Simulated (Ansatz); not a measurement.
Job for Ansatz (a first-principles code): R-PBE0/def2-TZVPPD on CH6FN (a complex). Files ending in .json are basis or fitting sets from the Basis Set Exchange.

Ansatz 0.2 input:
```yaml
crystal:
  periodic: [false, false, false]
  atoms:
    - {symbol: N, position_ang: [0.00140146, -0.17523242, 0.29841784]}
    - {symbol: H, position_ang: [0.23762390, -0.88215015, -0.38847313]}
    - {symbol: H, position_ang: [-0.14930473, 0.69280266, -0.20278622]}
    - {symbol: H, position_ang: [0.81220576, -0.04631168, 0.89496808]}
    - {symbol: C, position_ang: [0.14806497, -0.53988370, 3.63728826]}
    - {symbol: F, position_ang: [1.38260502, -0.16626270, 3.09452882]}
    - {symbol: H, position_ang: [-0.15384867, 0.22191482, 4.35657146]}
    - {symbol: H, position_ang: [-0.57097306, -0.61300334, 2.82247127]}
    - {symbol: H, position_ang: [0.27067049, -1.50192841, 4.13562151]}
basis:
  gaussian:
    orbitals: def2-TZVPPD.json
hamiltonian:
  xc: {name: PBE0}
scf: {lower_state_search: off}
```

Q: Give the final energy of this run.

A: -196.1771 hartree.
